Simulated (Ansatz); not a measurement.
Relaxation of FH5O3Zn (10 atoms, charge 0, multiplicity 1), to a largest force component of 0.03 eV/Å in at most 50 steps.

The calculation used RKS PBE/def2-SVP in Ansatz.

```xyz
10
Properties=species:S:1:pos:R:3
Zn -1.249 0.076 -1.304
O -0.321 -0.494 1.667
O -2.784 -0.823 -1.300
H 2.011 0.569 -0.234
F 0.280 0.972 -1.478
H 0.604 -0.199 1.558
O 2.504 0.571 0.609
H -0.227 -1.459 1.763
H -3.246 -0.721 -2.153
H 2.428 1.508 0.873
```

Task: Where does it end, and by what steps?

Result: The run converged. After 10 steps the energy has fallen by 1.015 eV; Zn1 moved furthest, 0.63 Å. Joined: Zn1–O2.

```
step  energy less start (eV)  largest force component (eV/Å)  accepted
   0                  0.0000                           0.459       yes
   1                 -0.2269                           0.795       yes
   2                 -0.5429                           1.101       yes
   3                 -0.8520                           0.556       yes
   4                 -0.9508                           0.820       yes
   5                 -0.9991                           0.170       yes
   6                 -1.0089                           0.112       yes
   7                 -1.0134                           0.057       yes
   8                 -1.0138                           0.138       yes
   9                 -1.0145                           0.059       yes
  10                 -1.0146                           0.009       yes
```

```xyz
10
Properties=species:S:1:pos:R:3
Zn -1.010 -0.048 -0.731
O -0.286 -0.343 1.166
O -2.599 -0.842 -1.053
H 1.605 0.658 -0.298
F 0.461 0.910 -1.318
H 0.723 -0.106 1.115
O 2.072 0.409 0.572
H -0.373 -1.234 1.549
H -2.867 -0.677 -1.976
H 2.275 1.274 0.974
```

Whether the end is a true minimum wasn't checked by a vibrational analysis.

The run took 19 s on 2 threads of Intel(R) Xeon(R) Platinum 8375C CPU @ 2.90GHz (Ice Lake), on a shared host, peak memory 0.17 GiB.
